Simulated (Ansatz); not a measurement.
A thermochemical cycle in electronic energies (no zero-point or thermal terms), species as SMILES, kcal/mol. Structures are relaxed separately at B3LYP-D3(BJ)/def2-TZVP in Ansatz (a first-principles code), one conformer each, not searched for the lowest. Correlated levels leave the core frozen unless marked. Open shells are spin-unrestricted. No spin-orbit coupling. Non-relativistic. Basis-set limits of correlation are two-point, X^-3; Hartree-Fock from the larger set. [CCSD(T)-MP2]/basis is that difference in the basis named. Anions need diffuse functions, of which def2-TZVPD holds fewer than the aug- sets.

```
step                                                                              RI-MP2/CBS(aug-cc-pV(T+d)Z,aug-cc-pV(Q+d)Z)+[CCSD(T)-MP2]/aug-cc-pV(T+d)Z (Ansatz)  PBE/def2-TZVPD (Ansatz)
--------------------------------------------------------------------------------  ----------------------------------------------------------------------------------  -----------------------
bond energy D: N[SiH2]N -> N[SiH]N + H atom                                                                                                                     98.3                     90.1
electron affinity EA, positive where the anion is bound: N[SiH]N + e- → N[SiH-]N                                                                                19.2                     16.7
ionisation of the H atom at the same level, IE                                                                                                                 313.7                    313.5
```

**Question.** Find the deprotonation energy A: N[SiH2]N → N[SiH-]N + H+.

**Answer.** Breaking the bond, ionising the H atom and attaching the electron to the radical add up to the deprotonation, A = D + IE - EA. At RI-MP2/CBS(aug-cc-pV(T+d)Z,aug-cc-pV(Q+d)Z)+[CCSD(T)-MP2]/aug-cc-pV(T+d)Z: A = D + IE - EA = 98.3 + 313.7 - 19.2 = 392.8. At PBE/def2-TZVPD: A = D + IE - EA = 90.1 + 313.5 - 16.7 = 386.9. The functional differs from the first level by -8.2 in D, -2.5 in EA and -5.9 in A; for EA and A the gap mixes functional and basis. The site is the one shown; other sites or isomers of the anion may lie lower.
